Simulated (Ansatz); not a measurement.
Geometry optimisation, RKS B3LYP-D4/def2-SVP (Ansatz).

Input:

```yaml
crystal:
  periodic: [false, false, false]
  atoms:
    - { symbol: B, position_ang: [0.0, 0.0, 0.0] }
    - { symbol: O, position_ang: [0.0, 0.0, 1.76] }
    - { symbol: H, position_ang: [-0.9095, -0.2814, 2.0971] }
    - { symbol: Cl, position_ang: [1.6108, 0.0, -0.93] }
    - { symbol: Cl, position_ang: [-1.6108, 0.0, -0.93] }
    - { symbol: H, position_ang: [0.3178, 1.3778, 0.4698] }
    - { symbol: H, position_ang: [0.2587, 1.1216, 1.3187] }
basis:
  gaussian: { orbitals: def2-SVP }
hamiltonian:
  xc: b3lyp
  dispersion: d4
relax:
  f_tol: 0.15
  max_steps: 25
  restrain:
    - { distance: [0, 5], at: 2.39, k: 30.0 }
    - { distance: [6, 1], at: 2.21, k: 30.0 }
    - { distance: [0, 1], at: 1.41, k: 30.0 }
    - { distance: [6, 5], at: 0.66, k: 30.0 }
```

Command:

```bash
$ ansatz run input.yaml --threads 1 --pin off --max-ram 2048MiB --backend cpu --events-out ev --progress --plain --runs-dir out
```

Where does it end, and by what steps?

The run converged. The restraints hold the end off the free minimum; the threshold counts their pulls, which the force column leaves out. Restrained pairs: B1–H6 (1.49 → 2.40 Å), O2–H7 (1.23 → 2.22 Å), B1–O2 (1.76 → 1.37 Å), H6–H7 (0.89 → 0.72 Å). After 8 steps the energy has fallen by 3.509 eV (the restraints' own energy left out); H6 moved furthest, 0.70 Å.

```csv
step,energy less start (eV),largest force component (eV/Å),accepted
0,0.0000,3.331,yes
1,-0.8014,3.256,yes
2,-1.8995,4.147,yes
3,-2.9365,2.299,yes
4,-3.3472,1.519,yes
5,-3.4315,1.333,yes
6,-3.4984,1.523,yes
7,-3.5045,1.454,yes
8,-3.5091,1.421,yes
```

```xyz
7
Properties=species:S:1:pos:R:3
B -0.021 -0.269 0.110
O 0.007 -0.479 1.466
H -0.872 -0.438 1.867
Cl 1.485 -0.391 -0.783
Cl -1.545 0.030 -0.744
H 0.271 2.058 0.625
H 0.341 1.706 1.245
```

Time of the run: 30 s on 1 thread of Arm Neoverse V1, with other jobs on the host, peak memory 0.15 GiB.
